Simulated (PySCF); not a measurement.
**UHF on Pb (lead, neutral)**

Configuration: [Xe] 4f14 5d10 6s2 6p2, high-spin 3P determinant. Computed with PySCF 2.14 in def2-TZVP with the def2 core potential (60 electrons) (6s5p3d2f, 50 functions), with a scalar-relativistic core potential.

```
Total energy                                                  : -191.835522 hartree
One-electron energy                                           : -335.8450 hartree
Hartree (Coulomb) energy                                      : 159.0466 hartree
Exchange energy                                               : -15.0371 hartree
⟨S²⟩                                                          : 2.0104
⟨L²⟩                                                          : 2.021
Sum of ⟨r⟩                                                    : 32.38 bohr
Sum of ⟨r²⟩                                                   : 66.65 bohr²
Traceless quadrupole moment −½Σ⟨3z² − r²⟩ along its main axis : 5.22 e·bohr²
Time after the integrals                                      : 0.39 s of wall time on 1 thread of Neoverse-N1 (shared host)
```

| shell | electrons | mean orbital energy (hartree) | spread (hartree) | rms radius, mean of both spins (bohr) |
| --- | --- | --- | --- | --- |
| 5s α | 1 | -6.17381 | 0 | 0.925 |
| 5s β | 1 | -6.16962 | 0 | 0.925 |
| 5p α | 3 | -3.85530 | 0.00609 | 1.05 |
| 5p β | 3 | -3.85290 | 0.01489 | 1.05 |
| 5d α | 5 | -1.07567 | 0.01232 | 1.40 |
| 5d β | 5 | -1.06874 | 0.01991 | 1.40 |
| 6s α | 1 | -0.62314 | 0 | 2.56 |
| 6s β | 1 | -0.50329 | 0 | 2.56 |
| 6p α | 2 | -0.25473 | 0 | 3.57 |

Energies and moments cover only the electrons outside the core potential. Spin-orbit coupling is strong in this species (close to jj coupling), so the high-spin LS determinant is a model state, not a physical level.
